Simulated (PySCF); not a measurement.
**Partial charges of `O[C@@H]1C[C@@H](CF)[SiH2][C@H]1CF`**

C6H12F2OSi.
Numbering: `[OH:1][C@@H:2]1[CH2:3][C@@H:4]([CH2:5][F:6])[SiH2:7][C@H:8]1[CH2:9][F:10]` (hydrogens: H11 on O1; H12 on C2; H13, H14 on C3; H15 on C4; H16, H17 on C5; H18, H19 on Si7; H20 on C8; H21, H22 on C9)

Cartesian coordinates in Å at the GFN2-xTB level; atoms count from 1:
```xyz
22
C6H12F2OSi angstrom
O     -0.925   -1.861   -1.225
C     -0.981   -0.456   -1.073
C      0.414    0.158   -1.208
C      1.289   -0.400   -0.078
C      2.374    0.587    0.311
F      3.145    0.069    1.328
Si     0.072   -0.804    1.348
C     -1.473   -0.249    0.359
C     -1.912    1.167    0.663
F     -0.827    2.006    0.829
H     -0.453   -2.072   -2.037
H     -1.671   -0.023   -1.818
H      0.836   -0.061   -2.193
H      0.334    1.241   -1.116
H      1.781   -1.316   -0.416
H      3.060    0.796   -0.520
H      1.948    1.523    0.685
H      0.270    0.033    2.529
H      0.025   -2.230    1.657
H     -2.332   -0.900    0.512
H     -2.514    1.604   -0.143
H     -2.468    1.207    1.604
```

Density: PBE0/pcSseg-1 (PySCF); schemes: Mulliken, IAO, Hirshfeld and ESP-fitted. One conformer (not necessarily the lowest) at the GFN2-xTB geometry, without solvent, vibrations or thermal averaging.

Question: At which atom do the 4 schemes differ most?

Answer: At C4: from -0.605 (Mulliken) to +0.033 e (ESP-fitted), 0.638 e apart.

Question: Do the Mulliken, IAO, Hirshfeld and ESP-fitted schemes agree on where the charge is lowest?

Answer: The schemes don't all agree: Mulliken C4 (-0.605); IAO O1 (-0.550); Hirshfeld O1 (-0.202); ESP-fitted O1 (-0.676).

Question: For which atoms does the sign change between the 4 schemes (beyond +0.03 e in one, beyond −0.03 e in another)?

Answer: C4 and C9.

Question: What partial charge does each atom carry?

Answer: In e:

| atom | environment | Mulliken | IAO | Hirshfeld | ESP-fitted |
| --- | --- | --- | --- | --- | --- |
| O1 | alcohol oxygen | -0.424 | -0.550 | -0.202 | -0.676 |
| C2 | carbinol carbon (C–OH) | +0.039 | +0.100 | +0.039 | +0.291 |
| C3 | ring CH2 carbon | -0.153 | -0.279 | -0.083 | -0.369 |
| C4 | sp3 carbon bound to silicon | -0.605 | -0.388 | -0.123 | +0.033 |
| C5 | sp3 C–F carbon | +0.249 | +0.051 | +0.019 | +0.011 |
| F6 | alkyl fluorine | -0.346 | -0.334 | -0.125 | -0.244 |
| Si7 | SiH2 silicon | +0.742 | +0.733 | +0.320 | +0.275 |
| C8 | sp3 carbon bound to silicon | -0.578 | -0.405 | -0.129 | -0.046 |
| C9 | sp3 C–F carbon | +0.240 | +0.041 | +0.025 | -0.140 |
| F10 | alkyl fluorine | -0.342 | -0.337 | -0.098 | -0.192 |
| H11 | hydroxyl hydrogen | +0.229 | +0.349 | +0.166 | +0.431 |
| H12 | methine hydrogen | +0.103 | +0.113 | +0.030 | +0.016 |
| H13 | methylene hydrogen | +0.120 | +0.128 | +0.035 | +0.091 |
| H14 | methylene hydrogen | +0.130 | +0.145 | +0.036 | +0.117 |
| H15 | methine hydrogen | +0.144 | +0.147 | +0.033 | +0.063 |
| H16 | methylene hydrogen | +0.101 | +0.132 | +0.039 | +0.078 |
| H17 | methylene hydrogen | +0.110 | +0.138 | +0.037 | +0.082 |
| H18 | Si–H hydrogen | -0.068 | -0.115 | -0.077 | -0.059 |
| H19 | Si–H hydrogen | -0.068 | -0.110 | -0.075 | -0.077 |
| H20 | methine hydrogen | +0.153 | +0.161 | +0.043 | +0.081 |
| H21 | methylene hydrogen | +0.107 | +0.135 | +0.042 | +0.111 |
| H22 | methylene hydrogen | +0.117 | +0.145 | +0.047 | +0.123 |

Mean size of the charges over all atoms: Mulliken 0.235 e, IAO 0.229 e, ESP-fitted 0.164 e, Hirshfeld 0.083 e. Each set sums to the total charge, 0, to within 0.001 e. The ESP scheme fits charges at the nuclei, held to the total charge, to the electrostatic potential on points at 1.4 to 2.0 times the van der Waals radii. The Mulliken scheme gives each basis function's population to the atom it is centred on and halves the overlap population of two atoms between them.

Question: How many electrons does the IAO scheme count on C8?

Answer: Z − q = 6 − (-0.405) = 6.405.

Question: How closely do the schemes follow one another over all atoms?

Answer: Correlation coefficient and root-mean-square difference: IAO with Hirshfeld 0.98, 0.180 e; Mulliken with IAO 0.95, 0.098 e; Mulliken with Hirshfeld 0.92, 0.207 e; IAO with ESP-fitted 0.79, 0.176 e; Hirshfeld with ESP-fitted 0.78, 0.158 e; Mulliken with ESP-fitted 0.58, 0.250 e.
